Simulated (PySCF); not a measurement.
SMILES B[SiH2][SiH2][Si](F)(F)F (H6BF3Si3) (GFN2-xTB optimised geometry):

```
13

B      2.433     0.719     0.599
Si     1.745    -1.000     0.000
Si    -0.609    -1.000     0.000
Si    -1.477     1.107     0.000
F     -0.401     2.172     0.518
F     -1.887     1.744    -1.402
F     -2.739     1.487     0.895
H      2.538     0.970     1.737
H      2.739     1.556    -0.159
H      2.139    -1.427    -1.360
H      2.121    -2.172     0.818
H     -1.178    -1.686     1.175
H     -1.209    -1.709    -1.143
```

Level of theory: PBE/def2-TZVP run with PySCF.

### Question
What are the frontier orbital energies and the dipole moment?

### Answer
HOMO-2 -8.25 eV, HOMO-1 -8.03 eV, HOMO -7.66 eV, LUMO -3.85 eV, LUMO+1 -2.03 eV; dipole moment 3.07 D.

Meta-Löwdin charges at PBE/def2-TZVP: B1 -0.19, Si2 0.23, Si3 0.04, Si4 1.38, F5 -0.48, F6 -0.47, F7 -0.46, H8 0.05, H9 0.05, H10 -0.05, H11 -0.05, H12 -0.03, H13 -0.03.
